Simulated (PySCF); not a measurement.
# Ionisation energy of Ba by level of theory

Ba [Xe] 6s2 → Ba⁺ [Xe] 6s1 [6s1/2^1, M_J = 1/2], as a difference of total energies. All numbers are calculated (PySCF 2.14, the two-component X2C-1e Hamiltonian, in x2c-TZVPall-2c (11s11p9d1f, 96 functions)). Correlated levels: [Kr] 4d10 frozen; the 24 highest virtual spinors dropped. "Screened" scales the spin-orbit matrix elements by Boettger's factors to mimic the two-electron term; Breit and QED terms are absent.

```tsv
method	ionisation energy (eV)	error (eV)
GHF (screened spin-orbit)	4.274	-0.938
GMP2 (screened spin-orbit)	5.028	-0.184
```

Reference: 5.212 eV (measured; NIST Atomic Spectra Database, ionization energies).

Errors of the correlated levels include the incompleteness of this basis and the frozen core.

MP2 underrates the near-degeneracy of ns² with np² in the lower species.
